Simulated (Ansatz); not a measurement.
Consider the ligand exchange at a Zn–C bond: `O[CH2][Zn][SH]` + H₂S → `[SH][Zn][SH]` + CH₃OH.

Calculated with Ansatz (gas phase, PBE0-D4/def2-TZVP geometries, no zero-point term in ΔE). CCSD(T)/CBS is the MP2 limit (def2-TZVPP, def2-QZVPP) plus CCSD(T) − MP2 in def2-TZVPP, frozen cores. This one scheme is used for every species. Functionals use def2-TZVPP. For Zn outer-core shells are correlated without core-valence functions, which leaves a few kJ/mol of doubt a bond. Scalar relativity is left out up to krypton. One conformer a species, not always the lowest.

```tsv
level	ΔE (kJ/mol)
PBE0	-133.6
HF/def2-QZVPP	-159.6
```

**Question.** What does CCSD(T)/CBS give? (An estimate is asked.)

**Answer.** Ansatz gave: -137.0 kJ/mol. The listed levels differ from it by 3.4, -22.6 kJ/mol.

Largest T1 diagnostic among the species: 0.014.

From PBE to PBE0 (25 % exact exchange), in def2-TZVPP and without D4, ΔE moves by −11.1 kJ/mol. In def2-TZVPP, CCSD(T) changes the Hartree–Fock value by +27.5 kJ/mol (the triples alone add +2.9 kJ/mol) and MP2 by +25.1 kJ/mol.
